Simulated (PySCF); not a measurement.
This PySCF input asks for the NMR shieldings of `InChI=1S/C6H11NSSi/c1-7-4-2-6(4)3-5(6)8-9/h4-5H,1-3H2,9H3/t4-,5-,6-/m1/s1`; the geometry comes from GFN2-xTB.

```python
import basis_set_exchange as bse
import numpy as np
from pyscf import gto, dft
from pyscf.prop import nmr

atoms = """
C    -1.152529   -0.649053    2.288244
N    -0.750819   -0.684663    1.099224
C    -1.323586    0.154887    0.135413
C    -1.481193   -0.405613   -1.274993
C    -0.452929    0.607606   -0.986188
C     0.039347    1.909028   -1.488911
C     0.997037    0.778679   -1.188905
S     2.085004    0.915146    0.240235
Si    2.173087   -1.156746    0.834248
H    -1.948465    0.011295    2.645988
H    -0.693497   -1.307256    3.009180
H    -2.098415    0.844830    0.483901
H    -1.161655   -1.425027   -1.433275
H    -2.365332   -0.120523   -1.826642
H    -0.130095    2.175696   -2.522996
H     0.036905    2.749442   -0.809774
H     1.474214    0.274996   -2.019820
H     1.410027   -1.924071   -0.131569
H     3.592408   -1.498900    0.726120
H     1.745337   -1.239073    2.217484
"""
names = dict.fromkeys(["C", "N", "S", "Si", "H"], "pcSseg-1")
basis = {el: gto.basis.parse(bse.get_basis(n, elements=[el], fmt="nwchem")) for el, n in names.items()}
mol = gto.M(atom=atoms, basis=basis, charge=0, verbose=0)
mf = dft.RKS(mol, xc="PBE0")
mf.grids.level = 2
mf.grids.alignment = dft.numint.BLKSIZE   # the property module wants whole blocks of grid points
mf.conv_tol = 1e-9
mf.kernel()

calc = nmr.RKS(mf)   # GIAO
C = mf.mo_coeff
Co = C[:, mf.mo_occ > 0]
resp = mf.gen_response(singlet=True, hermi=2)
def vind(x):   # induced exchange potential for any number of trial vectors
    d = np.einsum("pi,xij,qj->xpq", C, 2 * x.reshape(-1, C.shape[1], Co.shape[1]), Co, optimize=True)
    return np.einsum("xpq,pi,qj->xij", resp(d - d.transpose(0, 2, 1)), C, Co, optimize=True).ravel()
mo1, _ = nmr.rhf.solve_mo1(calc, with_cphf=vind)
sigma = calc.kernel(mo1)
for i, s in enumerate(sigma):   # ppm
    print("%2d %-2s %9.2f" % (i, mol.atom_pure_symbol(i), np.trace(s) / 3))
```

**Question.** What are the results?

**Answer.** 
```
 0 C      32.32
 1 N    -137.52
 2 C     132.85
 3 C     163.08
 4 C     156.55
 5 C     166.79
 6 C     160.14
 7 S     660.03
 8 Si    397.86
 9 H      23.87
10 H      24.36
11 H      28.58
12 H      30.06
13 H      30.20
14 H      30.36
15 H      30.58
16 H      29.10
17 H      27.05
18 H      27.03
19 H      27.30
```

These numbers come from an equivalent density-fitted implementation of the same equations, which agrees with the script to about 0.01 ppm for H and up to a few tenths of a ppm for heavy atoms, so last digits may differ.

**Question.** Turn these shieldings into chemical shifts. δ = σ(ref) − σ, references computed at the same level: ¹³C (186.93 ppm), ²⁹Si (349.16 ppm), ¹H (31.72 ppm) against TMS; ¹⁵N (267.73 ppm) against NH3; ³³S (503.73 ppm) against CS2.

**Answer.** Averaging equivalent atoms: C 0: 154.6; C 2: 54.1; C 4: 30.4; C 6: 26.8; C 3: 23.8; C 5: 20.1; N 1: 405.3; S 7: -156; Si 8: -48.7; H 9: 7.85; H 10: 7.36; H 17/18/19: 4.59; H 11: 3.14; H 16: 2.62; H 12: 1.66; H 13: 1.52; H 14: 1.36; H 15: 1.14 ppm. Experimental scales use liquid or dissolved standards, which lie at an offset from isolated NH3 (liquid NH3: subtract about 20 ppm). Unscaled 15N shifts of sp2 nitrogen come out 20 to 40 ppm too high even then.

Size and cost of the density-fitted run: 222 basis functions, 89 s wall time on 1 thread of an Arm Neoverse N1, shared host; peak memory 0.92 GiB.
